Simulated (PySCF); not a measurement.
A PySCF script (with the pyscf-properties extension) for the NMR shieldings of `CC#C[C@@H](C(=C)BN)F`, C6H9BFN, on a GFN2-xTB geometry:

```python
import basis_set_exchange as bse
import numpy as np
from pyscf import gto, dft
from pyscf.prop import nmr

atoms = """
C     1.343551   -0.481375   -2.060161
C     1.100277    0.148839   -0.914036
B     2.084769    0.091268    0.306194
N     1.699489    0.547945    1.551677
C    -0.177173    0.952855   -0.763604
F    -0.851588    1.095923   -1.972196
C    -1.064098    0.325321    0.205205
C    -1.821421   -0.223669    0.955885
C    -2.711266   -0.874233    1.890540
H     0.666878   -0.450966   -2.900241
H     2.244420   -1.055922   -2.193150
H     3.166630   -0.336211    0.168452
H     2.294404    0.522903    2.362348
H     0.775033    0.891556    1.756831
H     0.060339    1.980361   -0.443494
H    -2.946575   -1.878255    1.539018
H    -2.236626   -0.944662    2.869088
H    -3.635803   -0.305360    1.984761
"""
names = dict.fromkeys(["C", "B", "N", "F", "H"], "pcSseg-1")
basis = {el: gto.basis.parse(bse.get_basis(n, elements=[el], fmt="nwchem")) for el, n in names.items()}
mol = gto.M(atom=atoms, basis=basis, charge=0, verbose=0)
mf = dft.RKS(mol, xc="PBE0")
mf.grids.level = 2
mf.grids.alignment = dft.numint.BLKSIZE   # the property module wants whole blocks of grid points
mf.conv_tol = 1e-9
mf.kernel()

calc = nmr.RKS(mf)   # GIAO
C = mf.mo_coeff
Co = C[:, mf.mo_occ > 0]
resp = mf.gen_response(singlet=True, hermi=2)
def vind(x):   # induced exchange potential for any number of trial vectors
    d = np.einsum("pi,xij,qj->xpq", C, 2 * x.reshape(-1, C.shape[1], Co.shape[1]), Co, optimize=True)
    return np.einsum("xpq,pi,qj->xij", resp(d - d.transpose(0, 2, 1)), C, Co, optimize=True).ravel()
mo1, _ = nmr.rhf.solve_mo1(calc, with_cphf=vind)
sigma = calc.kernel(mo1)
for i, s in enumerate(sigma):   # ppm
    print("%2d %-2s %9.2f" % (i, mol.atom_pure_symbol(i), np.trace(s) / 3))
```

**Question.** What does it print?

**Answer.** 
```
 0 C      48.25
 1 C      31.18
 2 B      65.99
 3 N     152.98
 4 C     100.52
 5 F     381.58
 6 C     103.16
 7 C      91.62
 8 C     182.08
 9 H      25.10
10 H      25.56
11 H      26.87
12 H      27.36
13 H      27.12
14 H      25.86
15 H      29.59
16 H      29.72
17 H      29.59
```

These numbers come from an equivalent density-fitted implementation of the same equations, which agrees with the script to about 0.01 ppm for H and up to a few tenths of a ppm for heavy atoms, so last digits may differ.

Size and cost of the density-fitted run: 198 basis functions, 38 s wall time on 1 thread of an Arm Neoverse V1, shared host; peak memory 0.86 GiB.
